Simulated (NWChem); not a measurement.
System: Sr

Here is an NWChem input.

```
start job
memory heap 200 mb stack 900 mb global 1100 mb
geometry units angstroms noautosym nocenter noautoz
  Sr     0.000000     0.000000     0.000000
end
basis spherical
  Sr library def2-svp
end
ecp
  Sr library def2-ecp
end
dft
  xc xwpbe 1.00 cpbe96 1.0 hfexch 1.00
  cam 0.1 cam_alpha 0.0 cam_beta 1.0
  iterations 150
  vectors input atomic output neutral.movecs
end
task dft energy
charge 1
dft
  odft
  mult 2
  vectors input atomic output cation.movecs
end
task dft energy
```

NWChem printed, in part:

```
             Northwest Computational Chemistry Package (NWChem) 7.3.0
             --------------------------------------------------------

                             Geometry "geometry" -> ""
                             -------------------------

 Output coordinates in angstroms (scale by  1.889725989 to convert to a.u.)

  No.       Tag          Charge          X              Y              Z
 ---- ---------------- ---------- -------------- -------------- --------------
    1 Sr                  38.0000     0.00000000     0.00000000     0.00000000

 Effective nuclear repulsion energy (a.u.)       0.0000000000

 Summary of "ao basis" -> "ao basis" (spherical)
 ------------------------------------------------------------------------------
       Tag                 Description            Shells   Functions and Types
 ---------------- ------------------------------  ------  ---------------------
 Sr                         def2-svp                 9       23   4s3p2d

            General Information
            -------------------
          SCF calculation type: DFT
          Wavefunction type:  closed shell.
          No. of atoms     :     1
          No. of electrons :    10
           Alpha electrons :     5
            Beta electrons :     5
          Charge           :     0
          Spin multiplicity:     1
          Use of symmetry is: off; symmetry adaption is: off
          Maximum number of iterations: 150
          AO basis - number of functions:    23
                     number of shells:     9
          Convergence on energy requested:  1.00D-06
          Convergence on density requested:  1.00D-05
          Convergence on gradient requested:  5.00D-04

              XC Information
              --------------
                     Hartree-Fock (Exact) Exchange  1.000
                     LC-wPBE(h)Exchange Functional  1.000
            Perdew 1991 LDA Correlation Functional  1.000 local
           PerdewBurkeErnz. Correlation Functional  1.000 non-local

           Range-Separation Parameters
           ---------------------------
           Alpha           :  0.00
           Beta            :  1.00
           Gamma           :  0.10
           Short-Range HF  :     F

             Grid Information
             ----------------
          Grid used for XC integration:  medium
          Radial quadrature: Mura-Knowles
          Angular quadrature: Lebedev.
          Tag              B.-S. Rad. Rad. Pts. Rad. Cut. Ang. Pts.
          ---              ---------- --------- --------- ---------
          Sr                  2.00      123          10.0       590
          Grid pruning is: on
          Number of quadrature shells:   123
          Spatial weights used:  Erf1

      Superposition of Atomic Density Guess
      -------------------------------------

 Sum of atomic energies:         -34.88064279

      Non-variational initial energy
      ------------------------------

 Total energy =     -30.338782
 1-e energy   =     -49.790785
 2-e energy   =      19.452003
 HOMO         =      -0.180974
 LUMO         =       0.030123

   convergence    iter        energy       DeltaE   RMS-Dens  Diis-err
 ---------------- ----- ----------------- --------- --------- ---------
 d= 0,ls=0.0,diis     1    -30.6743830297 -3.07D+01  2.15D-02  1.31D-02
 d= 0,ls=0.0,diis     2    -30.6762358125 -1.85D-03  5.40D-03  2.13D-04
 d= 0,ls=0.0,diis     3    -30.6763770074 -1.41D-04  2.18D-03  1.04D-05
 d= 0,ls=0.0,diis     4    -30.6763894409 -1.24D-05  3.13D-04  4.45D-07
 d= 0,ls=0.0,diis     5    -30.6763897016 -2.61D-07  3.59D-07  3.32D-12

         Total DFT energy =      -30.676389701644
      One electron energy =      -49.961872996870
           Coulomb energy =       23.503673047871
    Exchange-Corr. energy =       -4.218189752646
 Nuclear repulsion energy =        0.000000000000

 Numeric. integr. density =       10.000000040892

                       DFT Final Molecular Orbital Analysis
                       ------------------------------------

 Vector    3  Occ=2.000000D+00  E=-9.053662D-01
              MO Center=  1.9D-08,  5.5D-13, -1.4D-13, r^2= 8.0D-01
   Bfn.  Coefficient  Atom+Function         Bfn.  Coefficient  Atom+Function
  ----- ------------  ---------------      ----- ------------  ---------------
     6      0.945987  1 Sr py                 7     -0.235409  1 Sr pz
     9      0.042297  1 Sr py

 Vector    4  Occ=2.000000D+00  E=-9.053662D-01
              MO Center=  1.9D-08, -6.9D-14, -2.9D-13, r^2= 8.0D-01
   Bfn.  Coefficient  Atom+Function         Bfn.  Coefficient  Atom+Function
  ----- ------------  ---------------      ----- ------------  ---------------
     7      0.945987  1 Sr pz                 6      0.235409  1 Sr py
    10      0.042297  1 Sr pz

 Vector    5  Occ=2.000000D+00  E=-1.778058D-01
              MO Center=  7.2D-08,  1.0D-14, -1.1D-14, r^2= 6.0D+00
   Bfn.  Coefficient  Atom+Function         Bfn.  Coefficient  Atom+Function
  ----- ------------  ---------------      ----- ------------  ---------------
     3      0.737947  1 Sr s                  2     -0.488726  1 Sr s
     4      0.468184  1 Sr s                  1     -0.129853  1 Sr s

 Vector    6  Occ=0.000000D+00  E=-1.160422D-03
              MO Center=  4.8D-06, -2.7D-13, -8.0D-13, r^2= 1.0D+01
   Bfn.  Coefficient  Atom+Function         Bfn.  Coefficient  Atom+Function
  ----- ------------  ---------------      ----- ------------  ---------------
    11      0.935531  1 Sr px                 5     -0.295228  1 Sr px
     8      0.137509  1 Sr px

 Vector    7  Occ=0.000000D+00  E=-1.160421D-03
              MO Center=  3.2D-06,  1.3D-12, -2.6D-13, r^2= 1.0D+01
   Bfn.  Coefficient  Atom+Function         Bfn.  Coefficient  Atom+Function
  ----- ------------  ---------------      ----- ------------  ---------------
    12      0.902801  1 Sr py                 6     -0.284899  1 Sr py
    13      0.245296  1 Sr pz                 9      0.132698  1 Sr py
     7     -0.077409  1 Sr pz                10      0.036055  1 Sr pz

 Vector    8  Occ=0.000000D+00  E=-1.160421D-03
              MO Center=  3.2D-06,  4.3D-13, -6.0D-13, r^2= 1.0D+01
   Bfn.  Coefficient  Atom+Function         Bfn.  Coefficient  Atom+Function
  ----- ------------  ---------------      ----- ------------  ---------------
    13      0.902801  1 Sr pz                 7     -0.284899  1 Sr pz
    12     -0.245296  1 Sr py                10      0.132698  1 Sr pz
     6      0.077409  1 Sr py                 9     -0.036055  1 Sr py

                                 NWChem DFT Module
                                 -----------------

            General Information
            -------------------
          SCF calculation type: DFT
          Wavefunction type:  spin polarized.
          No. of atoms     :     1
          No. of electrons :     9
           Alpha electrons :     5
            Beta electrons :     4
          Charge           :     1
          Spin multiplicity:     2
          Use of symmetry is: off; symmetry adaption is: off
          Maximum number of iterations: 150
          This is a Direct SCF calculation.
          AO basis - number of functions:    23
                     number of shells:     9
          Convergence on energy requested:  1.00D-06
          Convergence on density requested:  1.00D-05
          Convergence on gradient requested:  5.00D-04

              XC Information
              --------------
                     Hartree-Fock (Exact) Exchange  1.000
                     LC-wPBE(h)Exchange Functional  1.000
            Perdew 1991 LDA Correlation Functional  1.000 local
           PerdewBurkeErnz. Correlation Functional  1.000 non-local

           Range-Separation Parameters
           ---------------------------
           Alpha           :  0.00
           Beta            :  1.00
           Gamma           :  0.10
           Short-Range HF  :     F

             Grid Information
             ----------------
          Grid used for XC integration:  medium
          Radial quadrature: Mura-Knowles
          Angular quadrature: Lebedev.
          Tag              B.-S. Rad. Rad. Pts. Rad. Cut. Ang. Pts.
          ---              ---------- --------- --------- ---------
          Sr                  2.00      123          10.0       590
          Grid pruning is: on
          Number of quadrature shells:   123
          Spatial weights used:  Erf1

      Superposition of Atomic Density Guess
      -------------------------------------

 Sum of atomic energies:         -34.88064279

 Renormalizing density from      10.00 to      9

      Non-variational initial energy
      ------------------------------

 Total energy =     -29.055584
 1-e energy   =     -44.811707
 2-e energy   =      15.756122
 HOMO         =      -0.411980
 LUMO         =      -0.205418

   convergence    iter        energy       DeltaE   RMS-Dens  Diis-err
 ---------------- ----- ----------------- --------- --------- ---------
 d= 0,ls=0.0,diis     1    -30.4600261175 -3.05D+01  8.42D-03  1.19D-02
                                                     6.49D-03  1.05D-02
 d= 0,ls=0.0,diis     2    -30.4674168945 -7.39D-03  4.60D-03  1.53D-04
                                                     7.83D-04  1.54D-04
 d= 0,ls=0.0,diis     3    -30.4676021453 -1.85D-04  1.53D-03  5.80D-06
                                                     4.62D-05  5.49D-07
 d= 0,ls=0.0,diis     4    -30.4676121755 -1.00D-05  4.73D-04  2.56D-07
                                                     4.21D-06  2.23D-09
 d= 0,ls=0.0,diis     5    -30.4676127241 -5.49D-07  3.65D-06  2.00D-11
                                                     3.75D-07  2.73D-11

         Total DFT energy =      -30.467612724064
      One electron energy =      -47.720993904164
           Coulomb energy =       21.335427462922
    Exchange-Corr. energy =       -4.082046282822
 Nuclear repulsion energy =        0.000000000000

 Numeric. integr. density =        9.000000001327

                    DFT Final Alpha Molecular Orbital Analysis
                    ------------------------------------------

 Vector    3  Occ=1.000000D+00  E=-1.139940D+00
              MO Center= -3.6D-16,  6.2D-17,  3.7D-16, r^2= 8.0D-01
   Bfn.  Coefficient  Atom+Function         Bfn.  Coefficient  Atom+Function
  ----- ------------  ---------------      ----- ------------  ---------------
     7      0.972957  1 Sr pz                 5      0.089971  1 Sr px
    10      0.039858  1 Sr pz

 Vector    4  Occ=1.000000D+00  E=-1.139940D+00
              MO Center= -3.5D-16,  2.1D-16,  4.7D-16, r^2= 8.0D-01
   Bfn.  Coefficient  Atom+Function         Bfn.  Coefficient  Atom+Function
  ----- ------------  ---------------      ----- ------------  ---------------
     5      0.972062  1 Sr px                 7     -0.089238  1 Sr pz
     6      0.045440  1 Sr py                 8      0.039822  1 Sr px

 Vector    5  Occ=1.000000D+00  E=-3.693625D-01
              MO Center=  4.9D-16,  1.4D-14,  2.6D-16, r^2= 4.8D+00
   Bfn.  Coefficient  Atom+Function         Bfn.  Coefficient  Atom+Function
  ----- ------------  ---------------      ----- ------------  ---------------
     3      1.122087  1 Sr s                  2     -0.575648  1 Sr s
     1     -0.148262  1 Sr s                  4      0.118171  1 Sr s

 Vector    6  Occ=0.000000D+00  E=-2.022707D-01
              MO Center= -5.9D-15,  7.6D-15, -1.4D-15, r^2= 3.0D+00
   Bfn.  Coefficient  Atom+Function         Bfn.  Coefficient  Atom+Function
  ----- ------------  ---------------      ----- ------------  ---------------
    16      0.942528  1 Sr d  0              21      0.123612  1 Sr d  0

 Vector    7  Occ=0.000000D+00  E=-2.022707D-01
              MO Center= -3.6D-15,  1.8D-14,  2.5D-15, r^2= 3.0D+00
   Bfn.  Coefficient  Atom+Function         Bfn.  Coefficient  Atom+Function
  ----- ------------  ---------------      ----- ------------  ---------------
    14      0.876684  1 Sr d -2              15     -0.256748  1 Sr d -1
    17     -0.231772  1 Sr d  1              19      0.114977  1 Sr d -2
    20     -0.033672  1 Sr d -1              22     -0.030397  1 Sr d  1

 Vector    8  Occ=0.000000D+00  E=-2.022707D-01
              MO Center= -4.6D-14,  5.2D-14, -3.5D-14, r^2= 3.0D+00
   Bfn.  Coefficient  Atom+Function         Bfn.  Coefficient  Atom+Function
  ----- ------------  ---------------      ----- ------------  ---------------
    17      0.710980  1 Sr d  1              15      0.515531  1 Sr d -1
    14      0.339529  1 Sr d -2              22      0.093245  1 Sr d  1
    20      0.067612  1 Sr d -1              19      0.044529  1 Sr d -2
    18     -0.042580  1 Sr d  2

                     DFT Final Beta Molecular Orbital Analysis
                     -----------------------------------------

 Vector    2  Occ=1.000000D+00  E=-1.134757D+00
              MO Center=  6.3D-16,  1.6D-15, -4.8D-16, r^2= 7.9D-01
   Bfn.  Coefficient  Atom+Function         Bfn.  Coefficient  Atom+Function
  ----- ------------  ---------------      ----- ------------  ---------------
     6      0.803690  1 Sr py                 5      0.506549  1 Sr px
     7     -0.247407  1 Sr pz                 9      0.026169  1 Sr py

 Vector    3  Occ=1.000000D+00  E=-1.134757D+00
              MO Center= -4.7D-16,  3.0D-16,  5.0D-17, r^2= 7.9D-01
   Bfn.  Coefficient  Atom+Function         Bfn.  Coefficient  Atom+Function
  ----- ------------  ---------------      ----- ------------  ---------------
     7      0.762794  1 Sr pz                 6      0.480064  1 Sr py
     5     -0.389107  1 Sr px

 Vector    4  Occ=1.000000D+00  E=-1.134757D+00
              MO Center= -4.1D-16,  4.0D-16, -4.8D-16, r^2= 7.9D-01
   Bfn.  Coefficient  Atom+Function         Bfn.  Coefficient  Atom+Function
  ----- ------------  ---------------      ----- ------------  ---------------
     5      0.745469  1 Sr px                 7      0.566264  1 Sr pz
     6     -0.295535  1 Sr py

 Vector    5  Occ=0.000000D+00  E=-2.365663D-01
              MO Center=  6.2D-16, -3.4D-12,  1.3D-15, r^2= 4.9D+00
   Bfn.  Coefficient  Atom+Function         Bfn.  Coefficient  Atom+Function
  ----- ------------  ---------------      ----- ------------  ---------------
     3      1.091911  1 Sr s                  2     -0.567949  1 Sr s
     1     -0.146403  1 Sr s                  4      0.146731  1 Sr s

 Vector    6  Occ=0.000000D+00  E=-1.811343D-01
              MO Center= -3.8D-14, -7.0D-13,  1.9D-14, r^2= 2.9D+00
   Bfn.  Coefficient  Atom+Function         Bfn.  Coefficient  Atom+Function
  ----- ------------  ---------------      ----- ------------  ---------------
    16      0.959900  1 Sr d  0              21      0.089012  1 Sr d  0

 Vector    7  Occ=0.000000D+00  E=-1.811343D-01
              MO Center=  8.5D-15, -8.3D-13, -2.8D-14, r^2= 2.9D+00
   Bfn.  Coefficient  Atom+Function         Bfn.  Coefficient  Atom+Function
  ----- ------------  ---------------      ----- ------------  ---------------
    14      0.906921  1 Sr d -2              15     -0.312466  1 Sr d -1
    19      0.084099  1 Sr d -2              17     -0.035593  1 Sr d  1
    20     -0.028975  1 Sr d -1

   alpha - beta orbital overlaps
   -----------------------------

   alpha      1      2      3      4      5      6      7      8      9     10
    beta      1      2      3      4      5      6      7      9      8     10
 overlap   1.000  0.790  0.730  0.689  1.000  0.999  0.976  0.753  0.765  0.997

   alpha     11     12     13     14     15     16     17     18     19     20
    beta     11     13     12     14     15     17     16     18     19     20
 overlap   0.993  0.846  0.851  1.000  0.999  0.904  0.943  0.900  0.999  0.997

   alpha     21     22     23
    beta     22     21     23
 overlap   0.996  0.997  1.000

     --------------------------
     Expectation value of S2:
     --------------------------
      <S2> =      0.7501 (Exact =     0.7500)
```

Level: LC-wPBE (HJS exchange hole, range parameter 0.1 per bohr)/def2-SVP with def2 effective core potentials on Sr, vertical spin-unrestricted ions. def2 effective core potentials on Sr; no spin-orbit coupling.
